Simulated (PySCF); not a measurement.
Compound: CH₂BrF.
Atom-mapped SMILES: `[F:1][CH2:2][Br:3]` (hydrogens: H4, H5 on C2)

Structure used (PBE0-D3(BJ)/def2-SVP), in Å, numbered top down from 1:
```xyz
5
CH2BrF angstrom
F      0.4010    1.3012   -0.2045
C     -0.1434    0.0906   -0.0107
Br     1.2236   -1.2724    0.1678
H     -0.7229    0.0760    0.9227
H     -0.7583   -0.1954   -0.8752
```

The calculation used core-valence-separated Tamm–Dancoff BHandHLYP/aug-pcX-1 (pcseg-1 on H, def2-SVPD on Br) in PySCF, non-relativistic, gas phase, PBE0-D3(BJ)/def2-SVP geometry. No empirical shift is added; at this level the pattern usually sits a few eV under experiment.

The lowest roots of each edge with f over 0.003 (five at most, numbered afresh; weaker and dark ones are left out), with transition dipoles (au) in the frame of the coordinates:

```
root  edge  E (eV)       f       μx       μy       μz
   1     C  286.14  0.0715   0.0729  -0.0693   0.0090
   2     C  288.45  0.0543   0.0626   0.0604  -0.0104
   3     C  289.55  0.0092  -0.0214   0.0287  -0.0041
   4     C  289.72  0.0412   0.0015   0.0115   0.0753
   5     C  291.94  0.0129  -0.0192  -0.0372   0.0060
   6     F  685.73  0.0288  -0.0072  -0.0403   0.0062
   7     F  686.40  0.0070  -0.0190  -0.0075   0.0015
   8     F  687.67  0.0091  -0.0187  -0.0135   0.0024
   9     F  688.85  0.0092  -0.0025  -0.0229   0.0035
  10     F  689.79  0.0126   0.0005   0.0041   0.0270
```

Q: Molecules are fixed in this frame and the field points along z. What effective strengths 3 f cos²θ do the roots have (θ between field and μ)?

A: root 1 (C2): 0.002, root 2 (C2): 0.002, root 3 (C2): 0.000, root 4 (C2): 0.121, root 5 (C2): 0.001, root 6 (F1): 0.002, root 7 (F1): 0.000, root 8 (F1): 0.000, root 9 (F1): 0.001, root 10 (F1): 0.037. Root 4 is the strongest. Averaged over all orientations cos²θ is 1/3, which gives f back.

 The BHandHLYP/aug-pcX-1 (pcseg-1 on H, def2-SVPD on Br) calculation is non-relativistic and has no spin–orbit coupling, an omission that weighs most on bromine.
